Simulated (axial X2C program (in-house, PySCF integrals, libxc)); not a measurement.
**How long does SbCl take?**

A bond scan computed with an in-house relativistic program for diatomic molecules. Basis: Sb dyall-cv3z [11s12p8d4f1g], Cl dyall-av3z [9s8p3d2f] (cores contracted in-house).

The run was started with this input:
```json
{"zs": [51, 17], "q": 0, "bas": ["dyall-cv3z", "dyall-av3z"], "levels": ["PBE0", "HF", "BHandHLYP"], "cc": true, "r0": 2.39, "thr": -2.0, "nmax": 110, "npts": 10, "nst": 2, "ntry": 8}
```
```bash
python so2c.py task.json out
```

Keys: zs atomic numbers; q charge; bas basis sets; levels methods; cc coupled cluster on or off; r0 starting distance in Å; thr threshold in hartree for freezing inner shells (an s shell follows its p shell); nmax most natural virtual spinors; npts points on the curve; nst determinants followed; ntry starts of the search. HF also brings MP2.

Hardware: 1 thread of Intel(R) Xeon(R) Processor @ 2.30GHz (shared host).

Wall time of one point of each curve, integrals apart:

```tsv
Hamiltonian	level	points	seconds a point
spin-free	PBE0	10	0.65
spin-free	HF	10	0.36
spin-free	CCSD(T) (22 electrons, 110 virtuals)	7	33
spin-free	BHandHLYP	10	0.65
2c	PBE0	10	0.77
2c	HF	10	0.55
2c	CCSD(T) (22 electrons, 110 virtuals)	7	33
2c	BHandHLYP	10	0.89
```

The rest:

Search with its distance optimisation 16 s, atoms 84 s, whole task 610 s. Coupled cluster runs on the points near the minimum only. The program drops outer points, and coupled cluster, when its time limit (not in the input) nears; MP2, further determinants and curves that did not converge are not in the table.
